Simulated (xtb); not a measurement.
xtb input:

```bash
xtb mol.xyz --gfn 2 --sp --chrg 1 --uhf 0
```
mol.xyz:
```
16

Si    -0.85697643    -0.09700780    -0.47042731
C     -1.50618058     1.56915815    -0.91056291
C     -1.96237263    -1.20446130     0.50059955
O      0.57209166     0.22297214     0.61985985
Si     2.26818017    -0.21814666     0.31162362
H     -0.09218715    -0.76576816    -1.53743230
H     -2.32971806     1.45563928    -1.62117032
H     -0.74471931     2.19134808    -1.38291131
H     -1.90277347     2.09483125    -0.03907863
H     -1.45342484    -2.11829150     0.81035282
H     -2.36362990    -0.70508418     1.38530445
H     -2.81445491    -1.49354966    -0.12105315
H      2.24199095    -1.67810996     0.17751076
H      2.93120733     0.28374301     1.52124433
H      2.60783029     0.49444924    -0.92411459
H      0.39761288     0.68099678     1.45550104
```

**Question.** Which total energy does the run end on?

**Answer.** -17.06445 Eh (GFN2-xTB).

It need not be the lowest isomer of its formula.
